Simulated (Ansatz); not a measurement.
(HBe-mu-Cl)2 (Be₂H₂Cl₂), relaxed as a singlet with RKS PBE0-D4/def2-TZVP in Ansatz, starting from the GFN2-xTB geometry. Force threshold 0.02 eV/Å.

Start:

```xyz
6

Be    1.242    0.254    0.175
H     2.485    0.501    0.352
Cl    0.299   -0.554   -1.329
Be   -1.241   -0.253   -0.174
H    -2.485   -0.502   -0.351
Cl   -0.300    0.554    1.328
```

```json
{"step": "1", "energy (eV)": "-25875.3779", "largest force component (eV/Å)": "1.082", "SCF passes": "13"}
{"step": "2", "energy (eV)": "-25875.4855", "largest force component (eV/Å)": "0.360", "SCF passes": "16"}
{"step": "3", "energy (eV)": "-25875.4986", "largest force component (eV/Å)": "0.288", "SCF passes": "16"}
{"step": "4", "energy (eV)": "-25875.5067", "largest force component (eV/Å)": "0.037", "SCF passes": "17"}
{"step": "5", "energy (eV)": "-25875.5070", "largest force component (eV/Å)": "0.001", "SCF passes": "12"}
```

Force components are those of the run's own axes.

End:

Cartesian coordinates in Å:
```
Be 1.248 0.253 0.176
H 2.545 0.515 0.360
Cl 0.313 -0.578 -1.388
Be -1.248 -0.252 -0.176
H -2.545 -0.515 -0.360
Cl -0.313 0.579 1.388
```

By distances, no bond broke or formed. The bond that changes most is Be1–H2, from 1.28 to 1.34 Å (atoms count from 1).

No frequencies were taken in this run, so the end may be a saddle point.

It took 4 s on 4 threads of Arm Neoverse V1 on a shared host.
